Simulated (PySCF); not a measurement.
Computed shifts of a molecule C₂H₆F₂Si, PBE/pcSseg-1 in PySCF, GIAO, gas phase, equivalent atoms averaged, in ppm (number of nuclei): ¹³C: 133.2 (1), -11.5 (1). ²⁹Si: -45.7 (1). ¹⁹F: -166.4 (2). ¹H: 6.90 (1), 4.39 (2), 0.70 (3). References: ¹³C against TMS (σ = 182.0 ppm); ²⁹Si against TMS (σ = 335.4 ppm); ¹⁹F against CFCl3 (σ = 133.6 ppm); ¹H against TMS (σ = 31.49 ppm), references at their B3LYP-D3(BJ)/def2-TZVP geometries, non-relativistic. The structure is a stationary point at B3LYP-D3(BJ)/def2-SVP. Other conformers were not sampled.

Question: Identify the compound among the candidates.
A) CC[SiH](F)F
B) C[SiH2]C(F)F
C) FC[SiH2]CF
D) CC(F)(F)[SiH3]

Answer: B, C[SiH2]C(F)F
